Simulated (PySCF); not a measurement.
# LDA on K⁺ (potassium, charge +1)

Configuration: [Ar], closed-shell 1S. Calculation: PySCF 2.14, in cc-pVDZ-X2C (5s4p2d, 27 functions); the spin-free X2C one-electron Hamiltonian (Gaussian nucleus).

| Property | Result |
| --- | --- |
| Total energy | -600.300 hartree |
| One-electron energy | -822.693 hartree |
| Hartree (Coulomb) energy | 254.156 hartree |
| Exchange-correlation energy | -31.763 hartree |
| ⟨S²⟩ | 0.0000 |
| ⟨L²⟩ | 0.000 |
| Sum of ⟨r⟩ | 14.17 bohr |
| Sum of ⟨r²⟩ | 19.57 bohr² |
| Langevin diamagnetic susceptibility | -15.5 ×10⁻⁶ cm³/mol |
| Time after the integrals | 0.07 s of wall time on 1 thread of Neoverse-V2 (shared host) |

```tsv
shell	electrons	mean orbital energy (eV)	rms radius, mean of both spins (bohr)
1s	2	-3515.0	0.0938
2s	2	-358.42	0.421
2p	6	-286.24	0.390
3s	2	-41.538	1.37
3p	6	-25.110	1.56
```

Densities and radii are taken from the X2C orbitals without a picture-change correction, which distorts them close to the nucleus.
